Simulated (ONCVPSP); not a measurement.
Before and after: ONCV potential for Hg

ONCVPSP 4.0.1 input, shortened (lines: element, Z, core and valence counts, functional; n l f; lmax; l rc ep ncon nbas qcut; lloc lpopt rc5 dvloc0; l nproj debl; icmod fcfact rcfact), PBE, scalar-relativistic:

```
  Hg 80.00   10    4        4      upf
    1    0    2.00
    2    0    2.00
    2    1    6.00
    3    0    2.00
    3    1    6.00
    3    2   10.00
    4    0    2.00
    4    1    6.00
    4    2   10.00
    4    3   14.00
    5    0    2.00
    5    1    6.00
    5    2   10.00
    6    0    2.00
    2
    0    1.70    0.00    4    9    5.40
    1    1.45    0.00    4    7    8.60
    2    1.45    0.00    4    7    6.90
    2    5    1.45    0.00
    0    2    2.40
    1    3    2.60
    2    0    2.00
    1    0.20    0.00
```

All-electron outer shells of the reference configuration (PBE, scalar-relativistic, ld1.x):

```json
{"shell": "5s", "level (eV)": "-118.18", "outermost node (bohr)": "0.47", "outermost maximum (bohr)": "0.82"}
{"shell": "4f", "level (eV)": "-95.89", "outermost node (bohr)": "–", "outermost maximum (bohr)": "0.37"}
{"shell": "5p", "level (eV)": "-66.52", "outermost node (bohr)": "0.51", "outermost maximum (bohr)": "0.93"}
{"shell": "5d", "level (eV)": "-9.86", "outermost node (bohr)": "0.55", "outermost maximum (bohr)": "1.17"}
{"shell": "6s", "level (eV)": "-6.82", "outermost node (bohr)": "1.08", "outermost maximum (bohr)": "2.21"}
```

Change: core correction Teter function fitted to the true core (icmod 2), fcfact 0.4.

Cutoffs: the cutoffs (Ha) at which the residual kinetic energy of the hardest occupied pseudo-wave falls to 1 and 0.1 mHa per electron; they do not see the model core or the augmentation charge, which bear on the density cutoff. Errors are all-electron minus pseudo energies relative to the spin-unpolarised reference configuration.

Problem. How do hardness, ghosts and transferability respond?

Solution. The potential gets neither clearly harder nor softer (28 Ha and 46 Ha → 28 Ha and 46 Ha); the errors of the 4 common tests hardly move; neither file shows a bound ghost. A model core, the more so a compact one, raises the density cutoff, which this test does not measure.

```csv
quantity,base,changed
"cutoff, loose",28 Ha,28 Ha
"cutoff, tight",46 Ha,46 Ha
bound ghosts,none,none
GHOST(+) flags under 300 eV,none,none
"error for 5s2 5p6 5d10 6s1, meV [ΔE 10.69 eV]",-7.3,-7.0
"error for 5s2 5p6 5d10 6s0, meV [ΔE 29.66 eV]",-30,-29
"error for 5s2 5p6 5d9 6s0, meV [ΔE 65.19 eV]",-33,-30
"error for 5s2 5p6 5d10 6s1.5, meV [ΔE 4.36 eV]",-2.3,-2.3
s: phases at 1.72 bohr within 0.05 rad from the reference energy up to (Ha; the scan ends near 5),to the end of the scan,to the end of the scan
p: phases at 1.47 bohr within 0.05 rad from the reference energy up to (Ha; the scan ends near 5),to the end of the scan,to the end of the scan
d: phases at 1.47 bohr within 0.05 rad from the reference energy up to (Ha; the scan ends near 5),4.4,4.4
"rms error of d²Exc/dni dnj with the model core, mHa",1.88,1.97
```
